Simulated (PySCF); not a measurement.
# MO cations for M along the fifth-period p block

PBE0 with double-zeta basis sets in PySCF, for the lowest determinant that a PBE0 search found; no spin–orbit coupling. De refers to high-spin ground-configuration atoms (the charge goes to the atom of lower measured ionisation energy or higher electron affinity, which is not always the lowest computed limit). A positive dipole points towards O; it is taken about the centre of mass and depends on that origin.

| M | basis | charged atom | state (unpaired electrons) | Re (Å) | ωe (cm⁻¹) | De (eV) | μ (D) |
| --- | --- | --- | --- | --- | --- | --- | --- |
| In | def2-SVP | In+ | triplet (π ↑↑) | 2.893 | 142 | 0.32 | -0.38 |
| Sn | x2c-SVPall | Sn+ | doublet (π ↑) | 2.002 | 648 | 3.11 | -2.63 |
| I | def2-SVP | I+ | triplet (π ↑↑) | 1.832 | 809 | 2.99 | -1.75 |

The shortest bond is that of IO⁺ (1.832 Å), the longest that of InO⁺ (2.893 Å).

The rows differ in basis set, which adds steps of its own.

The state changes along the series, so neighbouring rows are not always alike in their bonding.

Weak bonds: InO⁺. Basis-set superposition, not corrected here, can be much of De in a small basis, most of all at correlated wavefunction levels. Spin–orbit coupling is left out, which matters for elements this heavy, above all for dissociation energies. For an ion De counts to the pair picked by the measured ionisation energies or electron affinities, which need not be the lowest pair at this level. States were picked by a PBE0 search and need not be the measured ground states.
